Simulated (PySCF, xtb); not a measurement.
B(CCH)(Me)2 (C4H7B), SMILES C#CB(C)C.

GFN2-xTB run with xtb at its own geometry gives an orbital gap of 3.87 eV and a dipole moment of 0.20 D.

Coordinates come from a B3LYP-D3(BJ)/def2-SVP optimisation.

**Question.** What does PySCF with B3LYP/def2-TZVP give? (An estimate is asked for; the answer gives what the named calculation found.)

**Answer.** gap 5.86 eV (levels -7.52 and -1.65 eV), dipole 0.04 D.
